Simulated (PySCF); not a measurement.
Two-component Hartree-Fock for Os⁵⁷⁺ (osmium, charge +57)

Start: [Ar] 3d1; 3d5/2 filled at m_j = +5/2. Calculated with PySCF 2.14 in an even-tempered Gaussian basis (15 s from 17 bohr⁻², ratio 2.8; 12 p from 22 bohr⁻², ratio 2.8; 8 d from 22 bohr⁻², ratio 2.8; 3 f from 67 bohr⁻², ratio 3): generalised Hartree-Fock with the X2C-1e Hamiltonian and a Gaussian nucleus; one run each with spin-orbit coupling (SO) screened by Boettger's factors, then bare. This is a chosen level, not necessarily the ground level.

| spinor shell | electrons | ε, screened SO (eV) | ε, bare SO (eV) | weight of nominal j (bare SO) | rms radius, bare SO (bohr) |
| --- | --- | --- | --- | --- | --- |
| 1s1/2 | 2 | -78411.1 | -78410.0 | 1.000 | 0.0200 |
| 2s1/2 | 2 | -17106.3 | -17106.1 | 1.000 | 0.0802 |
| 2p1/2 | 2 | -16557.4 | -16593.8 | 1.000 | 0.0678 |
| 3s1/2 | 2 | -6602.2 | -6602.2 | 1.000 | 0.197 |
| 3p1/2 | 2 | -6377.5 | -6386.7 | 1.000 | 0.186 |
| 3p3/2 | 4 | -5983.7 | -5980.8 | 1.000 | 0.200 |
| 3d5/2 | 1 | -5634.4 | -5629.1 | 1.000 | 0.174 |

(1) Where does 2p3/2 lie, and what is the 2p spin-orbit splitting (bare SO)?

```csv
quantity,screened SO,bare SO
E (hartree),-13954.30388,-13955.42569
M_J,5/2,5/2
⟨J²⟩,8.751,8.751
⟨L²⟩,6.064,6.068
⟨S²⟩,0.813,0.817
```

Each row is a mean over spinors that exchange with the open shell spreads, by up to 28.253 eV (3p3/2).

Breit and QED terms are absent; they matter most for the inner s and p1/2 levels.

Densities and radii are taken from the X2C orbitals without a picture-change correction, which distorts them close to the nucleus.

Answers

(1) At -14989.7 eV, 1604.1 eV above 2p1/2.
